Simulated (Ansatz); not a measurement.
Ga10As10H30, a nanocrystal cut from zinc blende GaAs (hydrogen-capped), 50 atoms. Hardware: 11 threads of AMD EPYC 7R13 on a shared host and a whole NVIDIA H100 80GB HBM3.

Correlated methods freeze 180 core orbitals; core or outer-core shells of Ga, As are correlated, in sets that lack core-valence functions. Single mean-field runs in def2-SVP, def2-TZVP are fitted with def2-universal-jkfit.

How many basis functions does each of these Ansatz runs have, and roughly what does it cost? PBE0-D4/def2-TZVP, charge 0 singlet, energy and forces, from earlier orbitals; HF/STO-3G, charge 0 singlet, energy; r2SCAN-D4/def2-TZVP, charge 0 singlet, energy and forces, from earlier orbitals; MP2/def2-SVP, charge 0 singlet, energy, from earlier orbitals; RPA@PBE/def2-SVP, charge 0 singlet, energy, from earlier orbitals; PBE-D4/def2-TZVP, charge 1 doublet at the geometry of the charge 0 singlet, energy, from earlier orbitals; PBE0-D4/def2-TZVP, charge 0 triplet at the geometry of the charge 0 singlet, energy; PBE0-D4/def2-SVP, charge 0 singlet, energy, from earlier orbitals; PBE-D4/def2-TZVP, charge 0 triplet at the geometry of the charge 0 singlet, energy, from earlier orbitals; PBE-D4/def2-SVP, charge 0 singlet, energy, from earlier orbitals; PBE-D4/def2-TZVP, charge -1 doublet at the geometry of the charge 0 singlet, energy, from earlier orbitals; PBE0-D4/def2-TZVP, charge 1 doublet at the geometry of the charge 0 singlet, energy.

Other jobs shared the machine, so times can vary by a factor of up to 3. A dash marks memory too small to be measured apart from the calling script's.

| run | functions | fitting or Cholesky vectors | wall time | peak host memory (GiB) |
| --- | --- | --- | --- | --- |
| HF/STO-3G, charge 0 singlet, energy | 390 | 4105 | 3.4 s | – |
| PBE-D4/def2-SVP, charge 0 singlet, energy, from earlier orbitals | 790 | 5860 | 3.7 s | – |
| PBE0-D4/def2-SVP, charge 0 singlet, energy, from earlier orbitals | 790 | 5860 | 6.5 s | – |
| r2SCAN-D4/def2-TZVP, charge 0 singlet, energy and forces, from earlier orbitals | 1140 | 5860 | 8 s | – |
| PBE-D4/def2-TZVP, charge -1 doublet at the geometry of the charge 0 singlet, energy, from earlier orbitals | 1140 | 5860 | 12 s | 2 |
| MP2/def2-SVP, charge 0 singlet, energy, from earlier orbitals | 790 | 7925 | 13 s | 2.1 |
| PBE0-D4/def2-TZVP, charge 0 singlet, energy and forces, from earlier orbitals | 1140 | 5860 | 16 s | 9 |
| RPA@PBE/def2-SVP, charge 0 singlet, energy, from earlier orbitals | 790 | 7925 | 16 s | 8.1 |
| PBE-D4/def2-TZVP, charge 0 triplet at the geometry of the charge 0 singlet, energy, from earlier orbitals | 1140 | 5860 | 17 s | 2 |
| PBE-D4/def2-TZVP, charge 1 doublet at the geometry of the charge 0 singlet, energy, from earlier orbitals | 1140 | 5860 | 18 s | 2 |
| PBE0-D4/def2-TZVP, charge 1 doublet at the geometry of the charge 0 singlet, energy | 1140 | 5860 | 54 s | 2.1 |
| PBE0-D4/def2-TZVP, charge 0 triplet at the geometry of the charge 0 singlet, energy | 1140 | 5860 | 69 s | 2.1 |
